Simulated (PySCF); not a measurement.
# `c1nc2sccc2o1`, C5H3NOS

Molfile (atoms numbered from 1):
```
C5H3NOS
     RDKit          3D

 11 12  0  0  0  0  0  0  0  0999 V2000
    2.2150    0.0235   -0.1110 C   0  0  0  0  0  0  0  0  0  0  0  0
    1.7321   -0.4382    0.9961 N   0  0  0  0  0  0  0  0  0  0  0  0
    0.3852   -0.3508    0.8218 C   0  0  0  0  0  0  0  0  0  0  0  0
   -1.0538   -0.6997    1.6840 S   0  0  0  0  0  0  0  0  0  0  0  0
   -1.9864   -0.1222    0.3361 C   0  0  0  0  0  0  0  0  0  0  0  0
   -1.2525    0.3165   -0.7223 C   0  0  0  0  0  0  0  0  0  0  0  0
    0.1188    0.1821   -0.4359 C   0  0  0  0  0  0  0  0  0  0  0  0
    1.3084    0.4200   -1.0295 O   0  0  0  0  0  0  0  0  0  0  0  0
    3.2563    0.1113   -0.3456 H   0  0  0  0  0  0  0  0  0  0  0  0
   -3.0550   -0.1448    0.4148 H   0  0  0  0  0  0  0  0  0  0  0  0
   -1.6628    0.7050   -1.6345 H   0  0  0  0  0  0  0  0  0  0  0  0
  1  2  2  0
  2  3  1  0
  3  4  1  0
  4  5  1  0
  5  6  2  0
  6  7  1  0
  7  8  1  0
  8  1  1  0
  7  3  2  0
  1  9  1  0
  5 10  1  0
  6 11  1  0
M  END
```

Method: PySCF, quadratic response wB97X-D/def2-SVPD first hyperpolarisability, Taylor convention, gas phase. Geometry: GFN2-xTB.

(1) Give the tensor of the static β(0;0,0) in the axes of these coordinates.

Answers

(1) In au, Taylor convention; rows are the first index (the induced dipole):
```
      xx     yy     zz     xy     xz     yz
x  -51.4  +37.4  +42.9  -10.0  +26.6   -3.6
y  -10.0  +32.5   -0.5  +37.4   -3.6  -23.2
z  +26.6  -23.2  -56.4   -3.6  +42.9   -0.5
```
Norm of βᵢ = ⅓ Σⱼ (βᵢⱼⱼ + βⱼᵢⱼ + βⱼⱼᵢ): 64.2 au, hyper-Rayleigh value 47.8 au.
